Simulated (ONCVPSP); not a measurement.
# H: ONCV pseudisation with PBE, scalar-relativistic reference atom.

```json
{"Element": "hydrogen (H)", "Generator": "ONCVPSP 4.0.1", "Type": "optimised norm-conserving Vanderbilt (ONCV)", "Functional": "PBE", "Relativity": "scalar-relativistic", "Frozen core": "none", "Valence charge": "1", "Reference configuration": "1s1", "Partial waves": "1s: rc 0.95 bohr, ncon 4, nbas 8, qcut 6.8 1/bohr, 2 projectors, debl 0.9 Ha; p scattering state at 0.15 Ha: rc 1.00 bohr, ncon 4, nbas 8, qcut 6.7 1/bohr, 3 projectors, debl 2.5 Ha", "Local potential": "polynomial inside 0.65 bohr (lpopt 5, dvloc0 4 Ha)", "Core correction": "none"}
```

All-electron outer shells of the reference configuration (PBE, scalar-relativistic, ld1.x):

```csv
shell,level (eV),outermost node (bohr),outermost maximum (bohr)
1s,-6.49,–,1.03
```

What the tests gave:

* Cutoffs needed: 18 Ha and 46 Ha (the cutoffs (Ha) at which the residual kinetic energy of the hardest occupied pseudo-wave falls to 1 and 0.1 mHa per electron)
* Ghost test: no bound ghost flagged; GHOST(+) flags only above 600 eV

Generation and tests took about 2.2 s on one core of a shared server CPU.
